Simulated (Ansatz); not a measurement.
Ansatz results at the PBE0-D4/def2-TZVP geometry: HOMO–LUMO gap (B3LYP/def2-TZVPP) 5.32 eV; HOMO energy (B3LYP/def2-TZVPP) -6.44 eV; HOMO energy (ωB97M-V/def2-TZVPP) -8.91 eV.

Each molecule was computed in one conformer, which needn't be the lowest.

Problem. Which molecule gave them?
A. `C[N](C)[Zr]1234([NH2])([NH2])[C@H]5[C@@H]1[C@@H]2[C@@H]3[C@H]54`
B. `C[C@@]12[C@H]3[C@H]4[C@H]5[C@@H]1[Na]4532`
C. `C[N](C)[Zr]1234([CH3])([Cl])[C@H]5[C@@H]1[C@@H]2[C@@H]3[C@H]54`
D. `CC[C@@]12[C@H]3[C@H]4[C@H]5[C@@H]1[Hf]4532([OH])([OH])[O]C`

Solution. C. The others give `CC[C@@]12[C@H]3[C@H]4[C@H]5[C@@H]1[Hf]4532([OH])([OH])[O]C`: 6.49, -6.51, -8.85; `C[N](C)[Zr]1234([NH2])([NH2])[C@H]5[C@@H]1[C@@H]2[C@@H]3[C@H]54`: 5.45, -5.68, -8.08; `C[C@@]12[C@H]3[C@H]4[C@H]5[C@@H]1[Na]4532`: 3.14, -4.74, -7.02.

B3LYP here is the variant with VWN-RPA as its local correlation; programs differ in this.
